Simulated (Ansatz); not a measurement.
A trace of molecular dynamics of BFH6O2Si (11 atoms, charge 0, multiplicity 1).

All numbers below come from RKS PBE0/def2-SVP (Ansatz 0.2.0).

| Item | Value |
| --- | --- |
| ensemble | NVE (velocity Verlet) |
| starting velocities drawn for | 300 K |
| seed | 4435 |

```csv
time (fs),T (K),potential energy less start (eV),conserved less start (meV/atom)
0,300,0.000,0.00
4,159,0.165,0.11
8,202,0.115,0.05
12,277,0.028,0.07
16,380,-0.092,0.07
20,397,-0.112,0.08
24,393,-0.107,0.09
28,422,-0.141,0.08
32,493,-0.224,0.05
36,487,-0.218,0.04
40,366,-0.077,0.06
44,350,-0.058,0.01
48,296,0.005,0.06
52,302,-0.003,-0.01
56,212,0.103,0.09
60,294,0.007,0.03
64,283,0.020,0.07
68,240,0.071,0.10
72,322,-0.025,0.06
76,388,-0.102,0.10
80,475,-0.203,0.05
84,422,-0.141,0.08
88,316,-0.017,0.08
92,245,0.065,0.08
96,322,-0.026,0.03
100,326,-0.029,0.07
```

Q: Is this trajectory sound?

A: The conserved energy stayed within 0.14 meV per atom of its start (net change 0.07 meV per atom), so the integration is sound. A run of 0.1 ps of so small a system gives no equilibrium averages. The orbitals stay closed-shell, which can raise the energy where a bond breaks towards radicals; this wasn't checked here. The time step was 0.5 fs.

Time of the run: 7.6 min on 2 threads of Arm Neoverse V2, on a shared host, peak memory 0.22 GiB.
